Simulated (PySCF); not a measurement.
Cost of one run: geometry optimisation, `C=C/C=C/C=C/C`.

Method: LC-wPBE/def2-SV(P) geometry optimisation, gas phase (PySCF 2.14.0). Work: geometry optimisation from a GFN2-xTB start, density fitting. A driver script takes a list of jobs; this job's settings line and coordinates (Å) are shown.

Input:
```
{"job": {"xc": "LC-wPBE", "basis": "def2-SV(P)", "grid": 1, "kind": "geom"}, "charge": 0, "multiplicity": 1}
C      3.866514     0.436588     0.310303
C      2.741447    -0.222052     0.038010
C      1.425092     0.298234     0.292027
C      0.289929    -0.367540     0.018822
C     -1.025410     0.150685     0.274348
C     -2.153278    -0.509139     0.000222
C     -3.523438     0.012878     0.256470
H      4.836744     0.016723     0.108529
H      3.852274     1.422355     0.745839
H      2.788521    -1.211502    -0.399614
H      1.372130     1.287407     0.729132
H      0.343007    -1.356406    -0.420075
H     -1.076914     1.138507     0.715747
H     -2.102888    -1.496861    -0.440695
H     -3.488855     1.007987     0.692946
H     -4.060492    -0.650958     0.934635
H     -4.091382     0.055122    -0.673278
```

Hardware: one thread of an Arm Neoverse V1, shared host with 32 logical CPUs at a one-minute load of 20. PySCF's memory limit was set to 1200 MB.

Task: How large is the basis?

Result: 118 functions.

Task: How long does the run take?

Result: About 63 s. The run took 6 energy-and-gradient evaluations and 37 SCF cycles, 10 s an evaluation on average.

Task: Estimate the peak memory.

Result: About 0.60 GiB. Peak memory is the resident size of the whole Python process, interpreter and libraries included.

The output:
```
step   0  E = -272.29652637  max force = 0.014177
step   1  E = -272.29901129  max force = 0.003586
step   2  E = -272.29903651  max force = 0.001458
step   3  E = -272.29903437  max force = 0.001621
step   4  E = -272.29905448  max force = 0.000230
step   5  E = -272.29905504  max force = 0.000328
optimisation converged
```

Energies in Eh; «max force» is the largest Cartesian gradient component in Eh/bohr.

Other jobs ran on the host; a repeat could differ by tens of per cent or more.

The run converged: final energy -272.29906 Eh after 5 steps; dipole 0.73 D.
